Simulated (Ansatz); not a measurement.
## Ansatz (development build ahead of 0.2.0) run

```yaml
crystal:
  periodic: [false, false, false]
  atoms:
    - { symbol: Cu, position_ang: [0.0, 0.0, 0.0] }
    - { symbol: F, position_ang: [0.0, 0.0, 1.75] }
basis:
  gaussian: { orbitals: def2-SVP }
total_charge: 1
magnetization:
  initial_magnetization: 1
hamiltonian:
  xc: pbe0
scf:
  omitted_lower_state_checks: [stability, starts, atomic_configurations, cluster_reference, orbital_swaps, given_window_search, neighbouring_geometries, increment]
output:
  forces: true
```

The input is written out in the form of the current development build from the run's settings.

Results

```
Converged                       : yes
Total energy                    : -1739.32006 hartree
Spin squared of the determinant : 0.750
```

Forces (eV/Å):
```csv
atom,Fx,Fy,Fz
Cu1,0.000,0.000,0.824
F2,0.000,0.000,-0.824
```
